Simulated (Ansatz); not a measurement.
`C=C=C([SiH3])BF` → `C#C[SiH2]B(C)F`  (isomerisation)

Calculated with Ansatz (gas phase, PBE0-D4/def2-TZVP geometries, no zero-point term in ΔE). CCSD(T)/CBS adds triple-zeta CCSD(T) − MP2 to the extrapolated MP2 energy (def2 sets, frozen cores). Functionals use def2-TZVPP. Each species was taken in one conformer, which may not be the lowest.

| level | ΔE (kJ/mol) |
| --- | --- |
| B2PLYP | 12.6 |
| PBE0 | 18.6 |
| MP2/def2-QZVPP | 3.0 |
| HF/CBS(def2) | 16.9 |

Question: What does CCSD(T)/CBS give? (Best estimate.)

Answer: The calculation gave: +4.1 kJ/mol. The listed levels differ from it by 8.5, 14.5, -1.1, 12.8 kJ/mol.

Largest T1 diagnostic among the species: 0.014.

In def2-TZVPP, CCSD(T) changes the Hartree–Fock value by −9.8 kJ/mol (the triples alone add +1.4 kJ/mol) and MP2 by −12.1 kJ/mol.
